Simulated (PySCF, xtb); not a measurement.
B3H7N3, SMILES B1NB[NH2+]BN1, charge +1.

Harmonic wavenumbers (cm⁻¹) from GFN2-xTB in xtb at its own minimum, in rising order: 102, 226, 311, 462, 479, 524, 694, 719, 744, 797, 811, 842, 864, 891, 934, 942, 979, 1012, 1056, 1149, 1231, 1260, 1281, 1374, 1412, 1470, 2702, 2702, 2717, 3283, 3312, 3434, 3435.

### Question
What does B3LYP-D3(BJ)/def2-SVP (PySCF 2.14.0) give at its own minimum? (An estimate is asked for; the answer gives what the named calculation found.)

### Answer
135, 233, 328, 498, 500, 550, 734, 756, 817, 859, 867, 899, 929, 935, 966, 993, 1048, 1087, 1149, 1249, 1285, 1354, 1381, 1446, 1537, 1564, 2714, 2718, 2722, 3390, 3416, 3582, 3582. Paired by order, the mean absolute difference is 63 cm⁻¹ and the zero-point energies are 63.1 and 66.1 kcal/mol.
